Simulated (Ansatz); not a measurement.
Cartesian coordinates in Å:
```
C -2.5415 -0.7497 0.8987
C -1.4344 0.2702 1.1285
P 0.0162 0.0023 0.0634
C 0.8008 -1.5411 0.6223
C 2.0066 -1.9378 -0.2187
C 1.1876 1.3475 0.4215
C 0.6957 2.7098 -0.0483
Ga -0.5767 -0.0797 -2.2618
F -0.2016 -1.7397 -2.7553
F 0.4497 1.1474 -3.0236
F -2.3054 0.3077 -2.2916
H -2.2116 -1.7667 1.1194
H -3.3889 -0.5318 1.5510
H -2.8916 -0.7134 -0.1345
H -1.7993 1.2756 0.9020
H -1.0930 0.2737 2.1692
H 0.0312 -2.3154 0.5613
H 1.0621 -1.4235 1.6795
H 1.7190 -2.0835 -1.2615
H 2.7979 -1.1868 -0.1770
H 2.4255 -2.8754 0.1510
H 1.3947 1.3376 1.4971
H 2.1176 1.0884 -0.0916
H 1.4424 3.4730 0.1778
H 0.5284 2.7091 -1.1269
H -0.2316 3.0021 0.4482
```

Charge 0, multiplicity 1.

List the CAM-B3LYP/def2-TZVPP orbital energies in eV (Ansatz). (An estimate is asked.)

The calculation gave: Occupied: -10139.30, -2100.33, -1250.78, -1108.07, -1108.01, -1108.01, -671.55, -671.55, -671.55, -279.95, -279.95, -279.95, -279.20, -279.20, -279.20, -181.62, -151.39, -131.58, -131.58, -131.52, -104.80, -104.69, -104.69, -32.30, -32.10, -32.10, -25.24, -24.58, -24.57, -24.57, -24.42, -24.42, -23.83, -23.83, -21.17, -19.82, -19.82, -17.74, -15.39, -15.24, -15.24, -14.69, -14.66, -14.66, -13.28, -12.89, -12.89, -12.86, -12.80, -12.80, -12.57, -12.39, -12.15, -12.15, -11.65, -11.65, -11.44, -11.44, -11.39, -11.18, -11.18, -9.76. Lowest empty: 1.05, 1.05, 1.23, 1.46, 2.07, 2.07, 2.53, 2.93.
